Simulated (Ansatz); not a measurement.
CH₆BrNSi, SMILES `C[SiH](N)Br`. Total charge 0; spin multiplicity 1.

```xyz
10

C     0.140   -1.014    0.977
Si   -0.484    0.061   -0.398
N     0.787    1.015   -1.020
Br   -2.196    1.264    0.442
H     0.546   -0.404    1.788
H     0.927   -1.677    0.611
H    -0.671   -1.619    1.388
H    -1.074   -0.688   -1.530
H     1.382    1.526   -0.387
H     0.644    1.536   -1.871
```

Q: What are the harmonic wavenumbers in cm⁻¹ at PBE0-D4/def2-TZVP (Ansatz, finite differences of forces, unscaled)? (Estimate.)

A: Ansatz gave: 153, 170, 194, 235, 286, 390, 470, 641, 708, 756, 834, 862, 901, 928, 1279, 1443, 1447, 1586, 2252, 3054, 3140, 3150, 3595, 3686.

Q: Is this a minimum?

A: Yes, all 24 modes are real.

Q: Give the ideal-gas thermochemistry at 298.15 K and 1 bar (rigid rotor, harmonic oscillator; point group C1, symmetry number 1).

A: Zero-point energy 192.4 kJ/mol; H(298) − E = 212.6 kJ/mol; entropy 342.9 J/(mol·K), of which translation 170.5, rotation 114.1, vibration 58.3; G(298) − E = 110.4 kJ/mol.

Q: And at 400, 500, 600, 800 and 1000 K?

A: 
```
T (K)  H − E (kJ/mol)  S (J/mol/K)  G − E (kJ/mol)
  400           224.2        376.2            73.7
  500           237.1        405.0            34.6
  600           251.4        430.9            -7.2
  800           282.7        476.0           -98.0
 1000           317.1        514.3          -197.2
```
